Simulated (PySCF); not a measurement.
Q: Write Cartesian coordinates for `COCB(C)C` as optimised with PBE0-D3(BJ)/def2-SVP.

A: 
```
atom  x, y, z in Å
C1     2.6732   -0.8082    0.0944
O2     1.2918   -0.8589    0.2391
C3     0.6392    0.3053   -0.1788
B4    -0.9261    0.2583   -0.0139
C5    -1.6118   -1.0541    0.4902
C6    -1.7486    1.5489   -0.3725
H7     3.0927   -1.7595    0.4530
H8     2.9773   -0.6672   -0.9633
H9     3.1244    0.0169    0.6836
H10    1.0194    1.2021    0.3663
H11    0.8587    0.5316   -1.2498
H12   -2.6696   -0.9535    0.7728
H13   -1.0353   -1.5285    1.2995
H14   -1.5530   -1.7717   -0.3514
H15   -1.1984    2.3194   -0.9339
H16   -2.0623    2.0023    0.5876
H17   -2.6860    1.3119   -0.9012
```

Any rigid rotation of these coordinates is as good. Atoms count from 1 in this order. Of the pairs four or more bonds apart, O2···H13 is among the closest relative to their van der Waals radii: 2.64 Å, 97 % of the sum of Bondi's values. The 6 heavy atoms lie in one plane (0.020 Å rms). O2 (ether oxygen) is bent (angle 113.7°). B4 (three-coordinate boron) is planar (angles 122.2°, 119.6° and 118.1°, sum 360.0°, 0.00 Å off the plane of its three neighbours).

Bonds between heavy atoms (Å): C1–O2 1.390, O2–C3 1.398, C3–B4 1.575, B4–C5 1.564, B4–C6 1.572.

Theory: PBE0-D3(BJ)/def2-SVP geometry optimisation, gas phase (PySCF).

No PBE0-D3(BJ)/def2-SVP frequencies stand behind this structure, so it isn't proved a minimum. One conformer, not necessarily the lowest (C1–O2–C3–B4 180°, O2–C3–B4–C5 -4°).
